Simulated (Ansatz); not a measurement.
Ansatz results at the PBE0-D4/def2-TZVP geometry: LUMO energy (PBE/def2-TZVPP) -0.70 eV; size of the dipole moment (B3LYP/def2-TZVPP) 0.69 D; size of the dipole moment (PBE/def2-TZVPP) 0.71 D.

Each molecule was computed in one conformer, which needn't be the lowest.

Question: Which molecule gave them?
A. `FC[SiH2]CF`
B. `C[SiH](F)CF`
C. `C[SiH2]C(F)F`
D. `Br[SiH]1C=NC1`

Answer: B. The others give `FC[SiH2]CF`: -0.31, 1.57, 1.35; `Br[SiH]1C=NC1`: -2.36, 0.85, 0.72; `C[SiH2]C(F)F`: -0.34, 2.52, 2.35.

B3LYP here is the variant with VWN-RPA as its local correlation; programs differ in this.
